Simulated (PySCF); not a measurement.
Atomic charges by several schemes

Compound: C₆H₅FO₂.
Z-matrix (Å and degrees, GFN2-xTB geometry), rows numbered from 1:
```
O 
C   1  1.2017
C   2  1.4777  1  126.81
C   3  1.3399  2  111.17  1  -179.99
C   4  1.4852  3  129.07  2   179.96
F   5  1.3678  4  111.87  3    -0.01
C   4  1.4920  3  110.71  2     0.04
O   7  1.2024  4  125.90  3   179.85
C   7  1.5113  4  106.61  3    -0.10
H   3  1.0760  2  122.35  1    -0.03
H   5  1.0973  4  110.49  3   119.88
H   5  1.0973  4  110.41  3  -119.81
H   9  1.0914  2  111.29  1   -59.67
H   9  1.0914  2  111.33  1    59.49
```

Density: PBE0/pcSseg-1 (PySCF); schemes: Mulliken, IAO, Hirshfeld and ESP-fitted. The structure is a single GFN2-xTB conformer in the gas phase; no vibrational or solvent corrections.

Task: For which atoms does the sign change between the 4 schemes (beyond +0.03 e in one, beyond −0.03 e in another)?

Result: For none.

Task: Do the Mulliken, IAO, Hirshfeld and ESP-fitted schemes agree on where the charge is highest?

Result: The schemes don't all agree: Mulliken C5 (+0.350); IAO C2 (+0.375); Hirshfeld C7 (+0.159); ESP-fitted C2 (+0.662).

Task: Tabulate the Mulliken, IAO, Hirshfeld and ESP-fitted charges.

Result: In e:

```
atom                      environment  Mulliken     IAO  Hirshfeld  ESP-fitted
  O1                    ketone oxygen    -0.337  -0.388     -0.229      -0.476
  C2           ketone carbonyl carbon    +0.243  +0.375     +0.155      +0.662
  C3                 alkene CH carbon    -0.009  -0.174     -0.034      -0.356
  C4  fully substituted alkene carbon    -0.416  -0.032     +0.008      +0.022
  C5                   sp3 C–F carbon    +0.350  +0.037     +0.032      +0.048
  F6                   alkyl fluorine    -0.325  -0.317     -0.108      -0.209
  C7           ketone carbonyl carbon    +0.270  +0.373     +0.159      +0.586
  O8                    ketone oxygen    -0.333  -0.395     -0.225      -0.475
  C9    sp3 carbon next to a carbonyl    -0.200  -0.384     -0.089      -0.644
 H10                 vinylic hydrogen    +0.104  +0.186     +0.068      +0.207
 H11               methylene hydrogen    +0.140  +0.169     +0.061      +0.102
 H12               methylene hydrogen    +0.140  +0.169     +0.061      +0.104
 H13               methylene hydrogen    +0.186  +0.191     +0.069      +0.214
 H14               methylene hydrogen    +0.186  +0.191     +0.069      +0.214
```

Mean size of the charges over all atoms: ESP-fitted 0.309 e, IAO 0.241 e, Mulliken 0.231 e, Hirshfeld 0.098 e. Each set sums to the total charge, 0, to within 0.001 e. The Mulliken scheme counts on each atom the diagonal of the density matrix times the overlap matrix over that atom's basis functions. The Hirshfeld scheme weights the molecular density at each point by an atom's share of the summed free-atom densities.

Task: How closely do the schemes follow one another over all atoms?

Result: Correlation coefficient and root-mean-square difference: IAO with ESP-fitted 0.96, 0.138 e; IAO with Hirshfeld 0.96, 0.162 e; Hirshfeld with ESP-fitted 0.90, 0.274 e; Mulliken with IAO 0.82, 0.158 e; Mulliken with Hirshfeld 0.81, 0.174 e; Mulliken with ESP-fitted 0.72, 0.260 e.

Task: Sum the charges by element, for elements with more than one atom.

Result: 
```csv
element,atoms,Mulliken,IAO,Hirshfeld,ESP-fitted
O,2,-0.670,-0.783,-0.453,-0.951
C,6,+0.238,+0.195,+0.232,+0.318
H,5,+0.757,+0.905,+0.329,+0.842
```

Task: How many electrons does the IAO scheme count on C5?

Result: Z − q = 6 − (+0.037) = 5.963.
